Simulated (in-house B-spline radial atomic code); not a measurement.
Ca²⁺. Computed with a B-spline radial atomic code. Model: non-relativistic spherical atom: semilocal Troullier-Martins pseudo-atom, one channel per l, against all electrons, high spin, G0W0 and RPA with empty states to l = 8, local potential for every l without a channel, a model core (radius 0 = none) keeps its share of the functional.

What the tables leave out is listed at the end.

The pseudopotential gives back the lowest level of each angular momentum of its own functional in the configuration it was made in; a second state of the same l is only approximately right. Exact exchange, RPA and GW see the smooth pseudo-orbitals and miss the exchange with the core, for which the functional's share stands in. The column with an uncorrelated core keeps all orbitals and exact exchange, and so separates missing core correlation from pseudisation. Only the three outermost levels and the lowest empty one were computed. RPA here is direct RPA, with no exchange kernel, and its energies carry an (l + 1/2)⁻⁴ tail. A hybrid on a potential with a model core restores only its own semilocal share of the core's exchange.

Command:
```bash
python run_psgw.py task.json out
```
Settings (lengths in bohr, energies in hartree):
```
Z                      20
electrons              18
configuration          [Ne] 3s2 3p6
generated_in           [Ne] 3s2 3p6
functional             lda,vwn
core_shells            4
radius_factor          1
core_correction        True
```

Cost of the run: 16 s on 1 thread of Arm Neoverse N1, on a shared host.

Given: made with LDA VWN5; model core radius 0.662 bohr; local radius 1.323 bohr; mean-field start LDA VWN5.

Valence shells of the generating configuration: 3p.

Channel: s 2.876, p 1.049, d 2.4 (radii in bohr).

Computed: largest level miss in the spin-unpolarised generating configuration 0 eV; valence RPA correlation energy all-electron orbitals -0.32545 hartree; valence RPA correlation energy pseudo -0.47452 hartree; pseudo-atom RPA polarisability 3.2354 bohr³.

```json
{"level": "3p", "occupied": "1", "mean-field all-electron (eV)": "-43.126", "mean-field pseudo minus all (eV)": "0", "G0W0 all-electron (eV)": "-50.892", "G0W0 uncorrelated core minus all (eV)": "-0.701", "G0W0 pseudo minus all (eV)": "0.542", "exchange self-energy all-electron (eV)": "-31.764", "exchange self-energy pseudo (eV)": "-23.456"}
{"level": "3d (empty)", "occupied": "0", "mean-field all-electron (eV)": "-16.241", "mean-field pseudo minus all (eV)": "0", "G0W0 all-electron (eV)": "-10.311", "G0W0 uncorrelated core minus all (eV)": "0.446", "G0W0 pseudo minus all (eV)": "0.183", "exchange self-energy all-electron (eV)": "-8.2281", "exchange self-energy pseudo (eV)": "-5.6854"}
```

(1) What is the all-electron RPA polarisability, core included?

Given: mean-field start PBE0.

Computed: valence RPA correlation energy all-electron orbitals -0.30119 hartree; valence RPA correlation energy pseudo -0.44801 hartree; pseudo-atom RPA polarisability 3.1352 bohr³.

| level | occupied | mean-field all-electron (eV) | mean-field pseudo minus all (eV) | G0W0 all-electron (eV) | G0W0 uncorrelated core minus all (eV) | G0W0 pseudo minus all (eV) | exchange self-energy all-electron (eV) | exchange self-energy pseudo (eV) |
| --- | --- | --- | --- | --- | --- | --- | --- | --- |
| 3p | 1 | -45.375 | 1.024 | -51.044 | -0.605 | 1.355 | -31.678 | -23.305 |
| 3d (empty) | 0 | -14.308 | -0.107 | -10.338 | 0.383 | 0.335 | -7.5566 | -5.3738 |

(2) What is the all-electron RPA polarisability, core included?

Answers

(1) 3.0692 bohr³.

(2) 2.8099 bohr³.

Among the listed levels the largest G0W0 shift of the pseudo-atom is +1.35 eV, for 3p on the PBE0 start, while leaving the core uncorrelated moves that level by -0.60 eV. So pseudisation and the lost core exchange, not the missing core correlation, make the error. Not in the tables (levels of low weight, unsolved or above zero; the highest and the empty levels are kept at any weight): no Hartree-Fock pseudo-atom is run with a model core.
